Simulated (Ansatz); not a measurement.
Ansatz results at the PBE0-D4/def2-TZVP geometry: LUMO energy (ωB97M-V/def2-TZVPP) 1.82 eV; HOMO energy (PBE0/def2-TZVPP) -7.35 eV; HOMO energy (ωB97M-V/def2-TZVPP) -9.62 eV.

(1) Which molecule gave them?
A. `CCP(C(C)(C)C)C(C)(C)C`
B. `CC[P+](CC)(CC)[Au-][O]C`
C. `C[P+](C)(C)[Ag-][Cl]`
D. `C[P+](C)(C)[AlH3-]`

Answers

(1) D. The others give `C[P+](C)(C)[Ag-][Cl]`: 1.11, -6.73, -8.99; `CCP(C(C)(C)C)C(C)(C)C`: 2.42, -5.99, -8.17; `CC[P+](CC)(CC)[Au-][O]C`: 1.29, -5.65, -7.99.
